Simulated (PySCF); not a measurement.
C₆H₁₀O, SMILES O=C1CCCCC1. Heavy atoms are numbered as in [O:1]=[C:2]1[CH2:3][CH2:4][CH2:5][CH2:6][CH2:7]1. Hydrogens are named by the atom that carries them.

The structure is a stationary point at ωB97X-D3(BJ)/def2-SVP. Other conformers were not sampled.

The numbers are results of HF/def2-TZVP (PySCF), not measurements.

Atomic charges (e), one atom of each kind:

| atom | IAO | Mulliken |
|---|---|---|
| O1 | -0.50 | -0.43 |
| C2 | 0.47 | [?] |
| C3 (CH2) | -0.27 | [?] |
| C4 (CH2) | -0.21 | -0.18 |
| C5 (CH2) | -0.21 | [?] |
| H on C3 | 0.12 | [?] |
| H on C4 | 0.12 | 0.11 |
| H on C5 | 0.12 | 0.11 |

Problem. Fill in the missing entries. (An estimate is asked for; the answer gives what the named calculation found.)

Solution. 
- C2, Mulliken: 0.25
- C3 (CH2), Mulliken: -0.16
- C5 (CH2), Mulliken: -0.17
- H on C3, Mulliken: 0.10

Problem. Give the Mayer and Wiberg (Löwdin basis) orders of the bonds. (An estimate is asked for; the answer gives what the named calculation found.)

Solution. 
```
bond   Mayer  Wiberg
-----  -----  ------
O1–C2   2.03    2.65
C2–C3   0.98    1.15
C3–C4   0.95    1.19
C4–C5   0.97    1.20
C5–C6   0.97    1.20
C2–C7   0.98    1.15
C6–C7   0.95    1.19
```
